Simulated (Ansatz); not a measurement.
Relaxation of BrF2HOTi (6 atoms, charge 0, multiplicity 1), to a largest force component of 0.03 eV/Å in at most 50 steps.

Method: RKS PBE-D4/def2-SVP in Ansatz 0.2.0.

```xyz
6
Properties=species:S:1:pos:R:3
Ti -0.312 0.361 0.254
Br 2.074 0.791 -0.991
O -0.299 -1.361 -0.122
H 0.521 -1.533 -0.629
F -1.685 1.136 -0.496
F -0.299 0.606 1.983
```

Problem. Where does it end, and by what steps?

Solution. The forces met the threshold. After 20 steps the energy has fallen by 0.663 eV; H4 moved furthest, 0.80 Å. Parted: Ti1–H4.

```tsv
step	energy less start (eV)	largest force component (eV/Å)	accepted
0	0.0000	1.848	yes
1	-0.4676	0.440	yes
2	-0.4943	0.870	yes
3	-0.5774	0.574	yes
4	-0.6099	0.246	yes
5	-0.6290	0.547	yes
6	-0.6422	0.067	yes
7	-0.6440	0.090	yes
8	-0.6451	0.090	yes
9	-0.6485	0.249	yes
10	-0.6488	0.297	yes
11	-0.6495	0.099	yes
12	-0.6506	0.274	yes
13	-0.6540	0.128	yes
14	-0.6571	0.102	yes
15	-0.5783	1.939	no
16	-0.6582	0.149	yes
17	-0.6601	0.388	yes
18	-0.6631	0.042	yes
19	-0.6633	0.031	yes
20	-0.6634	0.009	yes
```

```xyz
6
Properties=species:S:1:pos:R:3
Ti -0.076 0.362 0.207
Br 1.865 1.346 -0.720
O 0.000 -1.391 -0.005
H -0.113 -2.002 -0.755
F -1.474 0.977 -0.642
F -0.202 0.708 1.914
```

Whether the end is a true minimum wasn't checked by a vibrational analysis.

Time of the run: 2.3 min on 2 threads of AMD EPYC (Zen 3) (shared host), peak memory 0.18 GiB.
